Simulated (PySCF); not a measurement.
Al(OH)(OMe)(NH2), CH6AlNO2, SMILES C[O][Al]([NH2])[OH] (CAM-B3LYP/def2-SVP optimised geometry):

```
11

Al    -0.874    -0.038     0.000
O     -1.696    -1.518    -0.002
H     -1.279    -2.381     0.000
O      0.814    -0.038     0.000
C      1.936     0.775     0.000
H      2.036     1.349     0.941
H      2.851     0.168    -0.110
H      1.928     1.506    -0.831
N     -1.837     1.435     0.000
H     -2.851     1.445    -0.004
H     -1.476     2.381     0.002
```

Method: CAM-B3LYP/def2-TZVP (PySCF).

Question: What are the frontier orbital energies and the dipole moment?

Answer: HOMO-2 -9.55 eV, HOMO-1 -9.47 eV, HOMO -8.73 eV, LUMO 0.78 eV, LUMO+1 2.04 eV; dipole moment 1.28 D.

Meta-Löwdin charges at CAM-B3LYP/def2-TZVP: Al1 1.18, O2 -0.79, H3 0.35, O4 -0.65, C5 -0.08, H6 0.09, H7 0.11, H8 0.09, N9 -0.77, H10 0.24, H11 0.23.
